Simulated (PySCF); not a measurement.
F2Sn, charge -1, doublet, geometry from GFN2-xTB (such geometries of metal compounds can be far from the true shape) (a state made from the parent by changing its charge; the spin is typed, not shown lowest) (core potentials on Sn); HF/def2-SVP (PySCF).

PySCF was given this input:
```python
from pyscf import gto, scf

mol = gto.Mole()
mol.atom = '''
    Sn    0.01391959   -0.00751882    0.33026563
    F     0.87048971    1.67444647   -0.91807744
    F    -0.94782076   -1.63267523   -0.91673164
'''
mol.basis = 'def2-svp'
mol.ecp = {'Sn': 'def2-svp'}
mol.charge = -1
mol.spin = 1
mol.verbose = 4
mol.build()

mf = scf.UHF(mol)
mf.kernel()
```

What does PySCF print? Leave out banner, timings and long lists.


```
PySCF version 2.14.0

[INPUT] verbose = 4
[INPUT] num. atoms = 3
[INPUT] num. electrons = 41
[INPUT] charge = -1
[INPUT] spin (= nelec alpha-beta = 2S) = 1
[INPUT] symmetry False subgroup None
[INPUT] Mole.unit = angstrom
[INPUT] Symbol           X                Y                Z      unit          X                Y                Z       unit  Magmom
[INPUT]  1 Sn     0.013919590000  -0.007518820000   0.330265630000 AA    0.026304212866  -0.014208510580   0.624111589057 Bohr   0.0
[INPUT]  2 F      0.870489710000   1.674446470000  -0.918077440000 AA    1.644987146152   3.164245238545  -1.734914922742 Bohr   0.0
[INPUT]  3 F     -0.947820760000  -1.632675230000  -0.916731640000 AA   -1.791121651577  -3.085309035061  -1.732371729323 Bohr   0.0

nuclear repulsion = 103.958416965827
number of shells = 22
number of NR pGTOs = 109
number of NR cGTOs = 54
basis = def2-svp
ecp = {'Sn': 'def2-svp'}

******** <class 'pyscf.scf.uhf.UHF'> ********
method = UHF
initial guess = minao
damping factor = 0
level_shift factor = 0
DIIS = <class 'pyscf.scf.diis.CDIIS'>
diis_start_cycle = 1
diis_space = 8
diis_damp = 0
SCF conv_tol = 1e-09
SCF conv_tol_grad = None
SCF max_cycles = 50
direct_scf = True
direct_scf_tol = 1e-13
number electrons alpha = 21  beta = 20
Set gradient conv threshold to 3.16228e-05
init E= -388.172863326501

cycle= 1 E= -411.694130967288  delta_E= -23.5  |g|= 1.02  |ddm|= 4.26
cycle= 2 E= -412.085930305882  delta_E= -0.392  |g|= 0.349  |ddm|= 2.17
cycle= 3 E= -412.115397814817  delta_E= -0.0295  |g|= 0.0699  |ddm|= 0.222
cycle= 4 E= -412.117357943118  delta_E= -0.00196  |g|= 0.0255  |ddm|= 0.0767
cycle= 5 E= -412.117741453078  delta_E= -0.000384  |g|= 0.00591  |ddm|= 0.0377
cycle= 6 E= -412.117833772757  delta_E= -9.23e-05  |g|= 0.00212  |ddm|= 0.029
cycle= 7 E= -412.117850389457  delta_E= -1.66e-05  |g|= 0.00101  |ddm|= 0.00984
cycle= 8 E= -412.117855278331  delta_E= -4.89e-06  |g|= 0.000544  |ddm|= 0.0055
cycle= 9 E= -412.117856881617  delta_E= -1.6e-06  |g|= 0.000181  |ddm|= 0.00473
cycle= 10 E= -412.117856991571  delta_E= -1.1e-07  |g|= 7.01e-05  |ddm|= 0.00107
cycle= 11 E= -412.117857003397  delta_E= -1.18e-08  |g|= 2.74e-05  |ddm|= 0.00023
cycle= 12 E= -412.117857005443  delta_E= -2.05e-09  |g|= 3.43e-06  |ddm|= 0.00016
cycle= 13 E= -412.117857005465  delta_E= -2.29e-11  |g|= 1.05e-06  |ddm|= 1.17e-05
Extra cycle  E= -412.117857005468  delta_E= -2.27e-12  |g|= 4.98e-07  |ddm|= 2.29e-06
converged SCF energy = -412.117857005468  <S^2> = 0.76874666  2S+1 = 2.0186596
```
